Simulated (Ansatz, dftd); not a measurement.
Species: PbBr, charge 0, doublet. PbBr (SMILES [Br][Pb], doublet).
B3LYP-D3(BJ)/def2-TZVP minimum from Ansatz (a program for electronic structure):
```
Pb
Br 1 2.6381
```
Charge 0, spin multiplicity 2.

Quantity: atomisation energy (electronic, to ground-state atoms), in kcal/mol. Open shells are spin-unrestricted; no spin-orbit coupling. Correlated methods leave the cores frozen (noble-gas shells, and filled d and f shells in the p block). Past Kr the def2 sets carry scalar-relativistic core potentials. CBS(X,Y): correlation extrapolated as X^-3, Hartree-Fock from the larger set. A bracket is a step between two methods taken in the basis named. Spin-orbit terms, left out, reach several kcal/mol for Br and I, and more for heavier atoms. The spin of BrPb ([Br][Pb], doublet) was assumed, and the state is the lowest solution found for it.

```json
[
 {"level": "PBE-D4/def2-TZVPD", "program": "Ansatz + dftd4", "atomisation energy (kcal/mol)": "84.6", "difference against the last row": "6.0"},
 {"level": "B3LYP-D4/def2-TZVPD", "program": "Ansatz + dftd4", "atomisation energy (kcal/mol)": "80.5", "difference against the last row": "1.9"},
 {"level": "PBE0-D3(BJ)/def2-TZVPD", "program": "Ansatz + dftd3", "atomisation energy (kcal/mol)": "80.6", "difference against the last row": "2.0"},
 {"level": "PBE0/def2-TZVPD", "program": "Ansatz", "atomisation energy (kcal/mol)": "79.7", "difference against the last row": "1.1"},
 {"level": "r2SCANh-D4/def2-TZVPD", "program": "Ansatz + dftd4", "atomisation energy (kcal/mol)": "80.5", "difference against the last row": "1.9"},
 {"level": "CAM-B3LYP/def2-TZVPD", "program": "Ansatz", "atomisation energy (kcal/mol)": "77.1", "difference against the last row": "-1.5"},
 {"level": "B2GP-PLYP/def2-TZVPD", "program": "Ansatz", "atomisation energy (kcal/mol)": "77.1", "difference against the last row": "-1.5"},
 {"level": "MP2/def2-TZVPP", "program": "Ansatz", "atomisation energy (kcal/mol)": "75.9", "difference against the last row": "-2.7"},
 {"level": "CCSD/CBS(def2-TZVPP,def2-QZVPP)", "program": "Ansatz", "atomisation energy (kcal/mol)": "75.4", "difference against the last row": "-3.2"},
 {"level": "CCSD(T)/def2-SVP", "program": "Ansatz", "atomisation energy (kcal/mol)": "66.4", "difference against the last row": "-12.2"},
 {"level": "CCSD(T)/CBS(def2-TZVPP,def2-QZVPP)", "program": "Ansatz", "atomisation energy (kcal/mol)": "78.5", "difference against the last row": "-0.1"},
 {"level": "CCSDT(Q)/def2-SVP", "program": "Ansatz", "atomisation energy (kcal/mol)": "66.7", "difference against the last row": "-11.9"},
 {"level": "CCSDT(Q)/def2-TZVPP", "program": "Ansatz", "atomisation energy (kcal/mol)": "73.7", "difference against the last row": "-4.9"},
 {"level": "CCSD(T)/CBS(def2-TZVPP,def2-QZVPP) + [CCSDT(Q) - CCSD(T)]/def2-QZVPP + [CCSDTQ - CCSDT(Q)]/def2-SVP", "program": "Ansatz", "atomisation energy (kcal/mol)": "78.6", "difference against the last row": "0.0"}
]
```
